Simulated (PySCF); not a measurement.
Se(OMe)(SiH3), SMILES CO[Se][SiH3] (CH6OSeSi), CAM-B3LYP/def2-SVP optimised geometry.

```
10

Se    -1.27    -1.29    -1.92
O     -0.40    -2.87    -1.62
C      0.79    -3.05    -2.35
H      1.54    -2.28    -2.13
H      1.19    -4.03    -2.06
H      0.61    -3.05    -3.44
Si    -0.48    -0.33     0.00
H      1.00    -0.33     0.00
H     -0.98    -1.06     1.19
H     -1.00     1.06     0.00
```

Density from CAM-B3LYP/def2-TZVP (PySCF) at that geometry.

Minimum of the electron density along straight lines between bonded atoms, close to the bond critical point (lines longer than 1.1 times the sum of covalent radii, or with two minima, are not listed):

```tsv
bond	length / Å	ρ at the minimum / e bohr⁻³	∇²ρ there / e bohr⁻⁵	position (fraction from the first atom)
Se1–O2	1.830	0.154	?	0.47
O2–C3	1.409	0.264	?	0.64
C3–H4	1.105	0.277	-0.96	0.65
C3–H5	1.101	0.280	-0.98	0.65
C3–H6	1.104	0.278	-0.97	0.65
Se1–Si7	2.288	?	-0.03	0.65
Si7–H8	1.486	0.123	0.13	0.49
Si7–H9	1.485	0.123	0.13	0.49
Si7–H10	1.488	0.121	0.15	0.49
```

Complete the blanks.


- Se1–O2, ∇²ρ there / e bohr⁻⁵: 0.14
- O2–C3, ∇²ρ there / e bohr⁻⁵: -0.60
- Se1–Si7, ρ at the minimum / e bohr⁻³: 0.094
